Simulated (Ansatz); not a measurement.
Two isomers of C3H8BNSi: A = `BC(C)([SiH3])C#N`, B = `C/N=C\B1C[SiH2]1`.

Calculated with Ansatz (gas phase, PBE0-D4/def2-TZVP geometries, no zero-point term in ΔE). CCSD(T)/CBS adds triple-zeta CCSD(T) − MP2 to the extrapolated MP2 energy (def2 sets, frozen cores). Functionals use def2-TZVPP. B3LYP here is the variant with VWN-RPA as its local correlation; programs differ in this. Each species was taken in one conformer, which may not be the lowest.

**Question.** Which is lower in electronic energy at CCSD(T)/CBS, and by how much? (Estimate.)

**Answer.** Computed: A, by 153.5 kJ/mol.

**Question.** Give E(B) − E(A) in kJ/mol with B3LYP-D4, HF/def2-TZVPP, PBE-D4, CCSD(T)/def2-TZVPP, r2SCAN-D4, MP2/def2-TZVPP, PBE0-D4. (Estimate.)

**Answer.** Computed: B3LYP-D4 143.3, HF/def2-TZVPP 200.1, PBE-D4 106.8, CCSD(T)/def2-TZVPP 160.4, r2SCAN-D4 124.7, MP2/def2-TZVPP 174.8, PBE0-D4 120.3. None reverses the order clearly.

Largest T1 diagnostic: 0.014.

In def2-TZVPP, CCSD(T) changes the Hartree–Fock value by −39.8 kJ/mol (the triples alone add −6.4 kJ/mol) and MP2 by −25.3 kJ/mol. From PBE to PBE0 (25 % exact exchange), in def2-TZVPP and without D4, E(B) − E(A) moves by +14.2 kJ/mol.
